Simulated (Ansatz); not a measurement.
The pair A = CH4OSe (SMILES CO[SeH]) (first 7 atoms), B = CH4 (SMILES C); geometry from B3LYP-D3(BJ)/def2-TZVP.
(charge 0, multiplicity 1):
```xyz
12

C      1.83533     0.80635     0.80194
O      0.43782     0.76897     0.52308
Se    -0.24135    -0.88503     0.22623
H      2.09296     0.17889     1.65841
H      2.06492     1.84780     1.03216
H      2.42250     0.48973    -0.06534
H      0.16879    -0.97807    -1.19632
C     -0.04564     0.00241     3.95069
H      0.20915    -0.97749     3.54779
H     -0.91043    -0.09071     4.60627
H      0.79926     0.38980     4.51915
H     -0.27758     0.68262     3.13285
```

Correlated levels freeze the cores. Filled d and f shells under p-block atoms count as core.

The values were computed with Ansatz (Gaussian orbitals). Each number belongs to the level named beside it.

Total energies (hartree), monomers frozen at their geometry in the pair:

```json
[
 {"structure": "AB", "HF/aug-cc-pVDZ": "-2555.0426287", "MP2/aug-cc-pVDZ": "-2555.6973574", "CCSD(T)/aug-cc-pVDZ": "-2555.7764916"},
 {"structure": "A in the pair's basis", "HF/aug-cc-pVDZ": "-2514.8441142", "MP2/aug-cc-pVDZ": "-2515.3274295", "CCSD(T)/aug-cc-pVDZ": "-2515.3788220"},
 {"structure": "B in the pair's basis", "HF/aug-cc-pVDZ": "-40.1998447", "MP2/aug-cc-pVDZ": "-40.3681441", "CCSD(T)/aug-cc-pVDZ": "-40.3959811"},
 {"structure": "A", "HF/aug-cc-pVDZ": "-2514.8436547", "MP2/aug-cc-pVDZ": "-2515.3262007", "CCSD(T)/aug-cc-pVDZ": "-2515.3775156"},
 {"structure": "B", "HF/aug-cc-pVDZ": "-40.1996311", "MP2/aug-cc-pVDZ": "-40.3675196", "CCSD(T)/aug-cc-pVDZ": "-40.3953651"}
]
```

Problem. Work out the interaction energy without and with the counterpoise correction, and the superposition error, for each level.

Solution. 
E(AB) − E(A) − E(B), times 627.509 kcal/mol, with the monomers in their own basis and then in the pair's basis:
- HF/aug-cc-pVDZ: 0.41 uncorrected, 0.83 corrected; the monomers gain 0.42 kcal/mol from borrowed functions
- MP2/aug-cc-pVDZ: -2.28 uncorrected, -1.12 corrected; the monomers gain 1.16 kcal/mol from borrowed functions
- CCSD(T)/aug-cc-pVDZ: -2.27 uncorrected, -1.06 corrected; the monomers gain 1.21 kcal/mol from borrowed functions

Ansatz is a program for electronic structure.
